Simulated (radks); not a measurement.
Removal energies from the mercury ion Hg5+, [Xe] 4f14 5d(3/2: 4, 5/2: 3), by Delta-SCF beside the eigenvalue of the level emptied. Method: Dirac Kohn-Sham, relativistic LDA (MacDonald-Vosko exchange, VWN5 correlation), spin-unpolarised, spherical densities, finite nucleus; Fermi nuclear charge, rms radius of each element as measured or else 0.836 A^(1/3) + 0.57 fm; computed with a radial shooting solver on a logarithmic mesh with Libxc functionals. Sub-shells are occupied by j as written (lower j first in brackets).

| removed from | final configuration | Delta-SCF (eV) | -eigenvalue (eV) |
|---|---|---|---|
| 5d5/2 | [Xe] 4f14 5d(3/2: 4, 5/2: 2) | 80.054 | 71.968 |
| 5d3/2 | [Xe] 4f14 5d(3/2: 3, 5/2: 3) | 82.598 | 74.350 |
| 5p3/2 | [Kr] 4d10 4f14 5s2 5p(1/2: 2, 3/2: 3) 5d(3/2: 4, 5/2: 3) | 137.37 | 127.87 |
| 5p1/2 | [Kr] 4d10 4f14 5s2 5p(1/2: 1, 3/2: 4) 5d(3/2: 4, 5/2: 3) | 156.90 | 146.84 |
